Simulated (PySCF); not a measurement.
PBE0 on Nb⁻ (niobium, charge -1), [Kr] 4d4 5s2, high-spin 5D determinant. Calculation: PySCF 2.14, in aug-cc-pwCVTZ-PP with ECP28MDF; a scalar-relativistic core potential.

```
cycle= 1 E= -56.6520220039664  delta_E= -0.0137  |g|= 0.0258  |ddm|= 2.31
cycle= 2 E= -56.6537547376519  delta_E= -0.00173  |g|= 0.0264  |ddm|= 0.461
cycle= 3 E= -56.6543862445541  delta_E= -0.000632  |g|= 0.00638  |ddm|= 0.207
cycle= 4 E= -56.6546517142331  delta_E= -0.000265  |g|= 0.00239  |ddm|= 0.186
cycle= 5 E= -56.6546998960825  delta_E= -4.82e-05  |g|= 0.000385  |ddm|= 0.0931
cycle= 6 E= -56.6547006875721  delta_E= -7.91e-07  |g|= 0.000177  |ddm|= 0.00559
cycle= 7 E= -56.654700767472  delta_E= -7.99e-08  |g|= 5.77e-05  |ddm|= 0.00189
cycle= 8 E= -56.6547007739478  delta_E= -6.48e-09  |g|= 9.39e-06  |ddm|= 0.00034
cycle= 9 E= -56.6547007746521  delta_E= -7.04e-10  |g|= 2.84e-06  |ddm|= 0.000248
converged SCF energy = -56.6547007746521  <S^2> = 6.0806156  2S+1 = 5.0321429
```

Highest occupied orbital energy: 0.660 eV; ⟨L²⟩ = 6.06; populations by l: s 3.99, p 6.00, d 4.01, f 0.00.

**Question.** Can this result be used?

**Answer.** With care. Self-consistency was reached. Energies and moments cover only the electrons outside the core potential. ⟨S²⟩ = 6.08 against 6.00 shows spin contamination. At PBE0 the highest occupied level has a positive energy, so only the finite basis holds that electron; in a semilocal or global hybrid functional this comes from self-interaction and does not mean that the real anion is unbound.
